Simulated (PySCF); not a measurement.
B3H5N3, SMILES B1N[B]NBN1 (connectivity only; charge and spin as stated), charge +1, multiplicity 1. Atoms are numbered in the order given.

```xyz
11

B      0.0000     0.0000     1.2112
N      0.0000    -1.2848     0.8322
B      0.0000    -1.2809    -0.6624
N      0.0000     0.0000    -1.2881
B      0.0000     1.2809    -0.6624
N      0.0000     1.2848     0.8322
H      0.0000    -2.1556     1.3560
H      0.0000    -2.3273    -1.2354
H      0.0000     0.0000    -2.3071
H      0.0000     2.3273    -1.2354
H      0.0000     2.1556     1.3560
```
Charge +1, spin multiplicity 1.

Geometry optimised at B3LYP-D3(BJ)/def2-SVP. The multiplicity is an assumed one; no other spin state was optimised. The isomer is the one that the SMILES or the coordinates give; other isomers of the formula were not compared.

Computed with r2SCAN/def2-TZVP (PySCF).

Isolated molecule, no solvent.

Computed frontier levels, gap, dipole moment and polarisability:
```
Quantity                                                           Value
------------------------------------------------  ----------------------
highest occupied level                                         -12.99 eV
lowest empty level                                              -8.00 eV
orbital gap                                                      5.00 eV
dipole moment about the centre of nuclear charge                  2.54 D
mean static polarisability                          52.1 bohr³ (7.71 Å³)
polarisability, principal values                  34.2, 56.8, 65.2 bohr³
```
